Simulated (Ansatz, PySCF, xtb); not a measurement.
Complex: H2O (SMILES O) (first 3 atoms) with CH3F (SMILES CF); geometry from B3LYP-D3(BJ)/def2-TZVP, rigid monomers moved along the line of their centres of mass till H2···F5 is 2.80 Å.
(charge 0, multiplicity 1):
```xyz
8

O      0.0004     0.4835    -0.1392
H      0.2093    -0.1354     0.5728
H     -0.4386    -0.0408    -0.8158
C     -0.2121     0.4695     3.9278
F      0.2461    -0.7051     3.3128
H     -0.5179     1.1638     3.1469
H     -1.0540     0.2098     4.5686
H      0.6045     0.8844     4.5173
```

Counterpoise-corrected where a basis set is named; no monomer relaxation.

Correlated levels freeze the cores. CBS: X⁻³ extrapolation of the correlation energy, Hartree–Fock from the larger set.

The values were computed with Ansatz (a first-principles code) with Gaussian orbitals; PySCF for the dispersion terms; xtb for the GFN methods. 

Estimate the interaction energy that GFN2-xTB returns for this input.

-2.2 kcal/mol
